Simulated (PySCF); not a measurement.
C4H5ClSi, SMILES C#C[SiH2]C(=C)Cl.

Geometry optimised at PBE-D3(BJ)/def2-SVP. The structure was generated by enumeration, and PubChem lists no compound with its InChIKey, so it may never have been made. Other conformers were not sampled.

Vertical ionisation energy (IE) and electron affinity (EA) in eV. Rows of orbital energies are one-electron estimates. Where ΔSCF, EOM or ADC give a negative EA the extra electron is unbound and the value depends on the basis.

```
level                                         IE     EA
-----------------------------------------  -----  -----
−ε(HOMO), −ε(LUMO), HF/def2-TZVP (PySCF)   10.13  -2.82
−ε(HOMO), −ε(LUMO), PBE/def2-TZVP (PySCF)      …      …
```

What belongs in the gaps? (An estimate is asked for; the answer gives what the named calculation found.)


- −ε(HOMO), −ε(LUMO), PBE/def2-TZVP (PySCF), IE: 6.51
- −ε(HOMO), −ε(LUMO), PBE/def2-TZVP (PySCF), EA: 1.86
